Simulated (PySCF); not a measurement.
Calculated properties of `[H]/N=C(C#CC#C)/C=N\C`

Compound: C7H6N2.
Numbering: `[H]/[N:6]=[C:5]([C:4]#[C:3][C:2]#[CH:1])/[CH:7]=[N:8]\[CH3:9]` (hydrogens: H10 on C1; H11 on N6; H12 on C7; H13, H14, H15 on C9)

Some functional groups and rings: imine and alkyne.

GFN2-xTB geometry:

```
Rotational constants A, B, C of the GFN2-xTB geometry : 7.469, 0.615, 0.570 GHz
```

CAM-B3LYP/def2-SVPD ground state and vertical TDDFT (core frozen in the response) (PySCF):

```
Dipole moment                                                     : 3.11 D
HOMO energy                                                       : -8.43 eV
LUMO energy                                                       : -1.61 eV
HOMO–LUMO gap                                                     : 6.82 eV
Lowest singlet excitation                                         : 3.27 eV (379 nm, f = 0.000)
Lowest triplet excitation (Tamm–Dancoff)                          : 2.65 eV
Static isotropic polarisability                                   : 108.3 au
Electronic spatial extent ⟨r²⟩ about the centre of nuclear charge : 1852 bohr²
```

Monoisotopic mass (most abundant isotopes): 118.0531 u.

The vertical singlet–triplet gap S1 − T1 is 0.62 eV (TDDFT singlet less Tamm–Dancoff triplet; S1: HOMO→LUMO, weight 0.83; T1: HOMO→LUMO, weight 0.75). S1 lies 3.55 eV below the HOMO–LUMO gap; its leading configuration is HOMO→LUMO, weight 0.83. With B = h/(8π²I), that is 505.379 GHz u Å² over I, the principal moments of inertia are 67.7, 821.4 and 886.0 u Å² (most abundant isotopes). In atomic units the dipole is 1.22 e·bohr (1 au = 2.5417 D). The rotational constants make it an asymmetric top with κ = (2B − A − C)/(A − C) = -0.99, nearer the prolate limit (−1). The 8 singlets span 3.27 to 6.07 eV, and their oscillator strengths add up to 0.57.

One conformer (not necessarily the lowest) at the GFN2-xTB geometry, without solvent, vibrations or thermal averaging.

Shape of the structure used: `[H]/[N:6]=[C:5]([C:4]#[C:3][C:2]#[CH:1])/[CH:7]=[N:8]\[CH3:9]`: C4–C5–C7–N8 -179°.
